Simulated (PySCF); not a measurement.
Adding and removing an electron: NaBi

r²SCAN; PySCF, scalar-relativistic core potentials, basis sets Na aug-cc-pVDZ, Bi aug-cc-pVDZ-PP with ECP60. Neutral (UKS): triplet (π ↑↑), Re = 3.013 Å, ωe = 182 cm⁻¹, De = 1.12 eV, HOMO -3.78 eV, LUMO -2.27 eV.

NaBi⁺ (UKS): quartet (σ ↑, π ↑↑), Re = 3.439 Å, ωe = 95.3 cm⁻¹. The energies at the minima are -376.99932 hartree for NaBi and -376.78206 for NaBi⁺.

Problem. Work out the adiabatic ionisation energy, without and with harmonic zero-point energies (1 hartree = 27.2114 eV, 1 eV = 8065.5 cm⁻¹), and the change of the bond length.

Solution. At r²SCAN: 0.21726 hartree = 5.912 eV between the minima; the zero-point term (95.3 − 182.0)/2 cm⁻¹ = -0.005 eV makes it 5.907 eV. Re changes by +42.6 pm against the neutral. The electron leaves a σ orbital, and the ion is left as a loose complex of an ion and an atom.

These are scalar-relativistic numbers at best; spin–orbit coupling would shift them, the dissociation energy most. States were picked by a PBE0 search and need not be the measured ground states.
